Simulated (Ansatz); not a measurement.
The cluster Au₂O (the lowest singlet isomer of a short search) was relaxed with r2SCAN-D4 (def2-TZVP) in Ansatz in these states: neutral quintet, neutral singlet, neutral triplet. The geometries follow in no particular order.

In the def2 sets Au takes a core potential; there is no spin–orbit coupling.

A:

Cartesian coordinates in Å:
```
Au -1.259 -0.619 -0.658
Au 1.452 -0.172 0.514
O -0.193 0.791 0.144
```

B:

```csv
atom,x (Å),y (Å),z (Å)
Au1,-1.0452,1.2293,0.7253
Au2,0.5813,-1.5700,-0.5715
O3,0.4639,0.3408,-0.1538
```

C:

```csv
atom,x (Å),y (Å),z (Å)
Au1,-0.783,0.939,0.749
Au2,1.063,-0.917,0.293
O3,-0.280,-0.022,-1.042
```

Q: Judge from the bond lengths which geometry belongs to which state (an estimate).

A: A is the neutral singlet (Au1–Au2 2.987 Å, Au1–O3 1.941 Å, Au2–O3 1.941 Å); B is the neutral triplet (Au1–Au2 3.488 Å, Au1–O3 1.959 Å, Au2–O3 1.959 Å); C is the neutral quintet (Au1–Au2 2.657 Å, Au1–O3 2.094 Å, Au2–O3 2.094 Å).
